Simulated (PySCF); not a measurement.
**Ionising CsPb**

UHF; basis Cs def2-SVPD with ECP46, Pb def2-SVPD with ECP60; scalar-relativistic core potentials; PySCF 2.14. Neutral (UHF): quartet (σ ↑, π ↑↑), Re = 3.776 Å, ωe = 70.8 cm⁻¹, De = 0.98 eV, HOMO -5.02 eV, LUMO -0.39 eV.

CsPb⁺ (UHF): triplet (σ ↑, π ↑), Re = 4.594 Å, ωe = 29.8 cm⁻¹. The energies at the minima are -211.72463 hartree for CsPb and -211.56809 for CsPb⁺.

Problem. Work out the adiabatic ionisation energy, without and with harmonic zero-point energies (1 hartree = 27.2114 eV, 1 eV = 8065.5 cm⁻¹), and the change of the bond length.

Solution. At UHF: 0.15654 hartree = 4.260 eV between the minima; the zero-point term (29.8 − 70.8)/2 cm⁻¹ = -0.003 eV makes it 4.257 eV. Re changes by +81.8 pm against the neutral. The electron leaves a π orbital, and the ion is left as a loose complex of an ion and an atom.

Spin–orbit coupling is left out, which matters for elements this heavy, above all for dissociation energies. Hartree–Fock leaves out correlation, which carries a large part of most bond energies and some tenths to 1 eV of ionisation energies. States were picked by a PBE0 search and need not be the measured ground states.
